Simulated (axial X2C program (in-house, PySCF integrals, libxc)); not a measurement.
# SrPd: properties at the nuclei

Computed with an axial X2C code built on PySCF integrals: two-component X2C with atomic mean-field Coulomb and Gaunt terms, Gaussian nuclei, basis Pd dyall-cv3z, Sr dyall-cv3z with contracted cores.

R = 2.466 Å (near the PBE0 minimum at charge 0 of the determinant lowest at the starting distance; the state shown can have its own minimum elsewhere).

Determinant lowest in the PBE0 search, Ω = 0 (closed shell), highest spinor 53% Sr s, 40% Pd s, 3% Pd p:

| level | qzz Pd (a.u.) | qzz Sr (a.u.) | μ (D) |
| --- | --- | --- | --- |
| PBE0 | 1.23 | 0.17 | 4.06 |
| LDA | 1.32 | 0.01 | 4.86 |
| PBE50 | 1.15 | 0.27 | 3.32 |
| BHandHLYP | 1.16 | 0.18 | 3.45 |

qzz is the electric field gradient, eQq0 = 234.96 MHz × Q/barn × qzz; μ is positive if the Sr end (last atom) is positive. The operators were transformed with the bare-nucleus X2C matrices; with these basis sets, hyperfine constants and field gradients can be off by tens of per cent, and where levels differ in sign neither size nor sign is settled.

Task: With Q(105Pd) = 0.66 barn (Q from Pyykkö, Mol. Phys. 2018), turn the PBE0 values of the first state into constants in MHz.

Result: eQq0(105Pd) = 234.96 × (0.66) × (1.23) = 191 MHz.

Each state is one determinant with collinear spin. Left out as unconverged or as another state under the same occupation: HF in at least one table. The search compared states at one distance, so a state with another bond length can lie lower. Further determinants of the search, some of them spin-mixed, are not shown. Where a field gradient or hyperfine factor spreads by more than a factor of two over the levels, a constant derived from it is not to be relied on.
